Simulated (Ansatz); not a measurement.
`F[SiH2]F` + `F[SiH](F)S` → `F[SiH2]S[SiH](F)F` + H–F  (ligand exchange at the Si–F bond)

Calculated with Ansatz (gas phase, PBE0-D4/def2-TZVP geometries, no zero-point term in ΔE). CCSD(T)/CBS adds triple-zeta CCSD(T) − MP2 to the extrapolated MP2 energy (def2 sets, frozen cores). This one scheme is used for every species. DFT in def2-TZVPP. Each species was taken in one conformer, which may not be the lowest.

`F[SiH2]F`:

Cartesian coordinates in Å:
```
F -0.839 0.198 -1.293
Si -0.009 -0.039 0.037
F 1.141 1.052 0.097
H -0.906 0.162 1.190
H 0.614 -1.373 -0.031
```

`F[SiH](F)S`:

Cartesian coordinates in Å:
```
F 0.109 0.345 -1.662
Si -0.456 0.006 -0.220
F -0.625 -1.570 -0.197
S 0.857 0.658 1.289
H -1.765 0.648 -0.038
H 1.879 -0.087 0.828
```

`F[SiH2]S[SiH](F)F`:

Cartesian coordinates in Å:
```
F 1.336 0.585 -2.077
Si 1.428 0.559 -0.488
S -0.351 1.368 0.372
Si -1.459 -0.415 0.553
F -0.885 -1.328 1.713
F -1.354 -1.278 -0.772
H 1.621 -0.840 -0.058
H 2.529 1.455 -0.081
H -2.866 -0.106 0.840
```

H–F:

```xyz
2

F    -0.361   -0.277   -0.069
H     0.361    0.277    0.069
```

```
             level  ΔE (kJ/mol)
       LDA (SPW92)         73.2
            B2PLYP         92.1
           r2SCAN0         83.1
         CAM-B3LYP         99.5
           LC-ωPBE         83.6
     CCSD/def2-SVP         86.6
     HF/def2-QZVPP        111.4
SCS-MP2/def2-QZVPP         87.0
```

(1) What does CCSD(T)/CBS give? (Estimate.)

Largest T1 diagnostic among the species: 0.012.

Answers

(1) Computed: +80.1 kJ/mol. The listed levels differ from it by -6.9, 12.0, 3.0, 19.4, 3.5, 6.5, 31.3, 6.9 kJ/mol.

Leaving LDA and LC-ωPBE aside and taking each functional with its dispersion term where it has one, the values, not all of them listed here, spread over 28.7 kJ/mol, from revPBE-D4 to B2PLYP. In def2-TZVPP, CCSD(T) changes the Hartree–Fock value by −24.3 kJ/mol (the triples alone add −4.6 kJ/mol) and MP2 by −28.7 kJ/mol.
